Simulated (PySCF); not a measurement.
Two-component Hartree-Fock for Zr (zirconium, neutral)

Start: [Kr] 4d2 5s2; 4d5/2 filled at m_j = +3/2, +5/2. Calculated with PySCF 2.14 in x2c-TZVPall-2c with one added diffuse shell each of s, p, d type (9s10p8d1f, 86 functions): generalised Hartree-Fock with the X2C-1e Hamiltonian and a Gaussian nucleus; one run each with spin-orbit coupling (SO) switched off, then screened by Boettger's factors. This is a chosen level, not necessarily the ground level.

```json
{"spinor shell": "1s1/2", "electrons": "2", "ε, spin-free (eV)": "-18097.9", "ε, screened SO (eV)": "-18097.1", "weight of nominal j (screened SO)": "1.000", "rms radius, screened SO (bohr)": "0.0426"}
{"spinor shell": "2s1/2", "electrons": "2", "ε, spin-free (eV)": "-2579.6", "ε, screened SO (eV)": "-2579.4", "weight of nominal j (screened SO)": "1.000", "rms radius, screened SO (bohr)": "0.176"}
{"spinor shell": "2p1/2", "electrons": "2", "ε, spin-free (eV)": "-2294.2", "ε, screened SO (eV)": "-2353.4", "weight of nominal j (screened SO)": "1.000", "rms radius, screened SO (bohr)": "0.154"}
{"spinor shell": "2p3/2", "electrons": "4", "ε, spin-free (eV)": "-2294.2", "ε, screened SO (eV)": "-2266.3", "weight of nominal j (screened SO)": "1.000", "rms radius, screened SO (bohr)": "0.158"}
{"spinor shell": "3s1/2", "electrons": "2", "ε, spin-free (eV)": "-453.99", "ε, screened SO (eV)": "-453.96", "weight of nominal j (screened SO)": "1.000", "rms radius, screened SO (bohr)": "0.488"}
{"spinor shell": "3p1/2", "electrons": "2", "ε, spin-free (eV)": "-358.27", "ε, screened SO (eV)": "-368.12", "weight of nominal j (screened SO)": "1.000", "rms radius, screened SO (bohr)": "0.489"}
{"spinor shell": "3p3/2", "electrons": "4", "ε, spin-free (eV)": "-358.27", "ε, screened SO (eV)": "-353.65", "weight of nominal j (screened SO)": "1.000", "rms radius, screened SO (bohr)": "0.499"}
{"spinor shell": "3d3/2", "electrons": "4", "ε, spin-free (eV)": "-201.09", "ε, screened SO (eV)": "-202.56", "weight of nominal j (screened SO)": "0.992", "rms radius, screened SO (bohr)": "0.494"}
{"spinor shell": "3d5/2", "electrons": "6", "ε, spin-free (eV)": "-201.09", "ε, screened SO (eV)": "-200.10", "weight of nominal j (screened SO)": "0.995", "rms radius, screened SO (bohr)": "0.497"}
{"spinor shell": "4s1/2", "electrons": "2", "ε, spin-free (eV)": "-68.142", "ε, screened SO (eV)": "-68.151", "weight of nominal j (screened SO)": "1.000", "rms radius, screened SO (bohr)": "1.30"}
{"spinor shell": "4p3/2", "electrons": "4", "ε, spin-free (eV)": "-40.647", "ε, screened SO (eV)": "-40.087", "weight of nominal j (screened SO)": "0.921", "rms radius, screened SO (bohr)": "1.48"}
{"spinor shell": "4p1/2", "electrons": "2", "ε, spin-free (eV)": "-40.647", "ε, screened SO (eV)": "-41.890", "weight of nominal j (screened SO)": "0.842", "rms radius, screened SO (bohr)": "1.46"}
{"spinor shell": "4d5/2", "electrons": "2", "ε, spin-free (eV)": "-8.654", "ε, screened SO (eV)": "-8.612", "weight of nominal j (screened SO)": "0.880", "rms radius, screened SO (bohr)": "2.38"}
{"spinor shell": "5s1/2", "electrons": "2", "ε, spin-free (eV)": "-5.856", "ε, screened SO (eV)": "-5.863", "weight of nominal j (screened SO)": "0.984", "rms radius, screened SO (bohr)": "4.27"}
```

```
   quantity    spin-free  screened SO
E (hartree)  -3596.00531  -3596.34976
        M_J            4            4
       ⟨J²⟩       20.186       20.306
       ⟨L²⟩       12.122       12.153
       ⟨S²⟩        2.064        2.084
```

The determinant has a definite M_J but mixes levels of different J.

Each row is a mean over spinors that exchange with the open shell spreads, by up to 4.647 eV (4p3/2).

Rows whose weight is well below 1 are mixtures of j = l ± 1/2: exchange outweighs spin-orbit coupling there, and the label is only the starting occupation.

Breit and QED terms are absent; they matter most for the inner s and p1/2 levels.

Densities and radii are taken from the X2C orbitals without a picture-change correction, which distorts them close to the nucleus.

Without spin-orbit coupling the j labels of p, d and f shells carry no meaning; the spin-free column gives the mean over the occupied spinors of each nl shell, and its ⟨J²⟩ belongs to a mixture of degenerate components.
